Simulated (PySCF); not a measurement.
A small calculation by hand: oscillator strength and radiative lifetime

C10H7N3, SMILES C12C=CN=C3N=CC=C(N32)C=CC=1.

Geometry optimised at B3LYP-D3(BJ)/def2-SVP.

TDA-PBE/def2-SVP (PySCF) puts the first singlet state with f over 0.02 at 3.63 eV (vertical), with the transition dipole (0.000, 0.000, -1.065) in atomic units.

Task: Find the oscillator strength, the wavelength and the radiative lifetime that this transition would have in vacuum if emission retraced absorption.

Result: 
|μ|² = 1.1342 au, so |μ| = 2.71 D. ΔE = 3.63/27.211 = 0.1334 hartree. f = (2/3) ΔE |μ|² = 0.101 (the program prints 0.101).
λ = 1239.84/3.63 = 342 nm; ν = 29278 cm⁻¹.
Einstein's coefficient A = 0.6670 ν² f s⁻¹ (ν in cm⁻¹) = 5.8e7 s⁻¹, so τ = 1/A = 17 ns. This state is S4; the lower singlets have f = 0.002, 0.000, 0.000. The figure is the radiative limit of this one transition; relaxation, internal conversion, crossing to triplets and a medium change what is measured.
